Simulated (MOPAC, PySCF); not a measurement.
H3BOSi, SMILES `B[Si]O` (lower singlet), neutral singlet in the gas phase. This singlet lies 0.48 eV below the relaxed triplet at the level frozen-core CCSD(T)/cc-pVTZ // PBE0-D3(BJ)/def2-TZVP (Ansatz).

Cartesian coordinates (Å):
SMILES: B[Si]O
```xyz
6

B      1.1580     0.2649     0.2124
Si    -0.4057    -0.8650    -0.3837
O     -1.6599    -0.0501     0.3485
H      1.8188    -0.0352     1.1691
H      1.6080     1.1303    -0.4880
H     -2.5192    -0.4448     0.1799
```
Charge 0, spin multiplicity 1.

All levels are single points at this geometry (PBE0-D3(BJ)/def2-TZVP); Pople sets use spherical d functions. Orbital energies aren't observables, and empty levels follow the basis.

```
level                           HOMO (eV)  LUMO (eV)  gap (eV)  dipole (D)  vertical IE, Delta-SCF (eV)
------------------------------  ---------  ---------  --------  ----------  ---------------------------
PBE0-D3(BJ)/def2-TZVP in PySCF      -5.92      -2.33      3.59        0.98                            –
B3LYP/3-21G in PySCF                -5.52      -2.20      3.31        1.43                            –
B3LYP/6-311+G** in PySCF            -5.83      -2.58      3.25        0.93                            –
B3LYP/6-31G* in PySCF               -5.55      -2.15      3.40        1.06                         8.07
HF/3-21G in PySCF                   -8.21       1.51      9.72        1.02                            –
HF/6-31G* in PySCF                  -8.19       1.50      9.69        0.77                         7.26
AM1 in MOPAC                        -7.70      -0.83      6.87        1.69                            –
PM3 in MOPAC                        -8.03      -1.44      6.59        1.79                            –
PM7 in MOPAC                        -9.06      -0.87      8.19        0.57                            –
```
